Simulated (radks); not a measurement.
The numbers below are computed, except where a source is named.
Orbital eigenvalues (eV) of the iridium ion Ir+, [Xe] 4f14 5d7 6s1, at several levels of relativity; Dirac values are averaged over j with weights 2j + 1. Spin-unpolarised spherical Kohn-Sham, PBE, point nucleus unless stated (finite: rms radius 5.4032 fm), a radial shooting solver on a logarithmic mesh with Libxc functionals. A level marked "c x" has the speed of light scaled by that factor and shares open shells by 2j + 1; other Dirac levels either fill j = l - 1/2 first or share by 2j + 1.

| shell | non-rel. | scalar-rel., finite nucleus | Dirac, 2j+1 shares, finite nucleus | Dirac, c x 3 | change of magnitude, last against first (%) |
|---|---|---|---|---|---|
| 2p | -11045 | -11578 | -11651 | -11104 | +0.53 |
| 3s | -2673.8 | -3122.3 | -3114.8 | -2715.1 | +1.54 |
| 3p | -2460.1 | -2612.0 | -2627.6 | -2476.5 | +0.67 |
| 3d | -2061.7 | -2049.5 | -2044.5 | -2060.2 | -0.07 |
| 4s | -561.05 | -672.58 | -670.94 | -571.19 | +1.81 |
| 4p | -470.01 | -505.17 | -509.27 | -473.79 | +0.80 |
| 4d | -303.21 | -299.29 | -298.57 | -302.77 | -0.15 |
| 5s | -86.708 | -106.24 | -106.00 | -88.448 | +2.01 |
| 4f | -81.846 | -70.494 | -70.269 | -80.584 | -1.54 |
| 5p | -58.799 | -63.050 | -63.840 | -59.261 | +0.78 |
| 5d | -16.557 | -15.326 | -15.336 | -16.420 | -0.83 |
| 6s | -11.555 | -13.561 | -13.563 | -11.729 | +1.51 |
